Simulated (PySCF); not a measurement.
B(Cl)(Me)(OMe) (C2H6BClO), SMILES B(Cl)(C)OC.

Geometry: B3LYP-D3(BJ)/def2-SVP. This is a generated structure with no PubChem entry under its InChIKey; it may be hypothetical. Other conformers were not sampled.

Computed with TDDFT-LC-ωPBE/def2-SVPD in PySCF.

Vertical excitations. Isolated molecule, no solvent.

Give excitation energies, oscillator strengths and character. (Estimate from the structure and the level; the computed values follow.)


```json
[
 {"state": "S1", "energy (eV)": "7.49", "λ (nm)": "166", "f": "0.001", "main pairs": "HOMO→LUMO+1 83 %"},
 {"state": "S2", "energy (eV)": "8.00", "λ (nm)": "155", "f": "0.000", "main pairs": "HOMO−2→LUMO+1 82 %"},
 {"state": "S3", "energy (eV)": "8.32", "λ (nm)": "149", "f": "0.195", "main pairs": "HOMO−1→LUMO+1 91 %"},
 {"state": "S4", "energy (eV)": "8.75", "λ (nm)": "142", "f": "0.066", "main pairs": "HOMO→LUMO 79 %"},
 {"state": "S5", "energy (eV)": "8.81", "λ (nm)": "141", "f": "0.050", "main pairs": "HOMO−1→LUMO 81 %"},
 {"state": "S6", "energy (eV)": "9.11", "λ (nm)": "136", "f": "0.011", "main pairs": "HOMO−2→LUMO 76 %"},
 {"state": "S7", "energy (eV)": "9.49", "λ (nm)": "131", "f": "0.122", "main pairs": "HOMO−3→LUMO+1 67 %"},
 {"state": "S8", "energy (eV)": "9.52", "λ (nm)": "130", "f": "0.043", "main pairs": "HOMO−3→LUMO 31 %, HOMO−1→LUMO+2 25 %, HOMO−3→LUMO+1 22 %, HOMO−1→LUMO+5 9 %"},
 {"state": "S9", "energy (eV)": "9.72", "λ (nm)": "128", "f": "0.009", "main pairs": "HOMO→LUMO+5 46 %"},
 {"state": "S10", "energy (eV)": "9.81", "λ (nm)": "126", "f": "0.000", "main pairs": "HOMO−4→LUMO+1 85 %"},
 {"state": "T1", "energy (eV)": "7.05", "λ (nm)": "176", "f": "0", "main pairs": "HOMO→LUMO+1 62 %, HOMO−2→LUMO+1 29 %"},
 {"state": "T2", "energy (eV)": "7.21", "λ (nm)": "172", "f": "0", "main pairs": "HOMO−1→LUMO+1 88 %"},
 {"state": "T3", "energy (eV)": "7.74", "λ (nm)": "160", "f": "0", "main pairs": "HOMO−2→LUMO+1 63 %, HOMO→LUMO+1 31 %"},
 {"state": "T4", "energy (eV)": "8.17", "λ (nm)": "152", "f": "0", "main pairs": "HOMO−3→LUMO+1 83 %"}
]
```
Triplets are in the Tamm–Dancoff approximation, which puts them higher than full response would, so one can lie above its singlet here.
